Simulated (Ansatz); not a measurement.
Reaction (redistribution): `C[BH][AlH][AlH2]` + `C[SiH2][SiH](O)Cl` → `C[SiH2][AlH][AlH2]` + `CB[SiH](O)Cl`

Gas-phase electronic energies from Ansatz, PBE0-D4/def2-TZVP geometries. CBS: MP2 limit from def2 TZ/QZ plus the TZ coupled-cluster correction, frozen cores. One conformer a species, not always the lowest.

| species | SCS-MP2/def2-QZVPP energy (Eh) |
| --- | --- |
| `C[BH][AlH][AlH2]` | -550.94675 |
| `C[SiH2][SiH](O)Cl` | -1155.34355 |
| `C[SiH2][AlH][AlH2]` | -815.85661 |
| `CB[SiH](O)Cl` | -890.43957 |

Q: Work out ΔE.

A: ΔE = (-815.85661) + (-890.43957) − (-550.94675) − (-1155.34355) = -0.00588 Eh = -15.4 kJ/mol. CCSD(T)/CBS gives -15.0 kJ/mol.

Largest T1 diagnostic among the species: 0.013.
